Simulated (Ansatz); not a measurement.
Computed with Ansatz on PBE0-D4/def2-TZVP structures; ΔE is electronic, products minus reactants. CBS: MP2 limit from def2 TZ/QZ plus the TZ coupled-cluster correction, frozen cores. Functionals use def2-TZVPP. B3LYP here is the variant with VWN-RPA as its local correlation; programs differ in this. For Se, Ti outer-core shells are correlated without core-valence functions, which leaves a few kJ/mol of doubt a bond. Scalar relativity is left out up to krypton. One conformer a species, not always the lowest.

`[OH][Ti]([OH])([SeH])[SeH]` + `N[SiH2]CO` → `N[SiH2]C[SeH]` + `[OH][Ti]([OH])([OH])[SeH]`  (redistribution)

`[OH][Ti]([OH])([SeH])[SeH]`:

```xyz
9

O    -1.015   -0.052   -1.631
Ti    0.019   -0.100   -0.195
O     1.632   -0.769   -0.446
Se    0.132    2.224    0.511
Se   -0.938   -1.463    1.580
H    -0.986   -0.273   -2.562
H     2.569   -0.585   -0.383
H     0.835    1.840    1.746
H    -2.247   -0.822    1.380
```

`N[SiH2]CO`:

Z-matrix (Å, degrees):
```
Si
C 1 1.884
N 1 1.733 2 104.8
H 1 1.493 2 110.3 3 -124.0
H 1 1.486 2 111.8 3 114.1
O 2 1.419 1 109.8 3 -43.6
H 2 1.094 1 111.0 3 -162.9
H 2 1.102 1 110.5 3 79.5
H 3 1.007 1 118.8 2 141.9
H 3 1.009 1 119.8 2 -78.1
H 6 0.966 2 106.9 1 34.1
```

`N[SiH2]C[SeH]`:

Z-matrix (Å, degrees):
```
Si
C 1 1.871
N 1 1.714 2 108.2
H 1 1.489 2 111.9 3 -117.6
H 1 1.496 2 106.1 3 125.1
Se 2 1.961 1 109.7 3 -60.1
H 2 1.090 1 114.1 3 177.1
H 2 1.092 1 110.2 3 54.6
H 3 1.008 1 118.9 2 56.0
H 3 1.006 1 120.1 2 -159.9
H 6 1.470 2 95.2 1 -54.5
```

`[OH][Ti]([OH])([OH])[SeH]`:

```xyz
9

O     0.168    1.086    1.515
Ti    0.278    0.032    0.072
O     1.954   -0.511   -0.216
O    -0.420    0.854   -1.346
Se   -0.974   -2.045    0.423
H    -0.324    1.895    1.665
H     2.464   -0.639   -1.017
H    -1.023    0.623   -2.052
H    -2.123   -1.296    0.955
```

```
        level  ΔE (kJ/mol)
        B3LYP        -76.1
HF/def2-TZVPP        -90.3
```

(1) What does CCSD(T)/CBS give? (An estimate is asked.)

Largest T1 diagnostic among the species: 0.023, so the coupled-cluster value is less sure than usual.

## Answers

(1) Computed: -79.2 kJ/mol. The listed levels differ from it by 3.1, -11.1 kJ/mol.

In def2-TZVPP, CCSD(T) changes the Hartree–Fock value by +10.1 kJ/mol (the triples alone add +7.6 kJ/mol) and MP2 by +12.9 kJ/mol. From PBE to PBE0 (25 % exact exchange), in def2-TZVPP and without D4, ΔE moves by −3.2 kJ/mol.
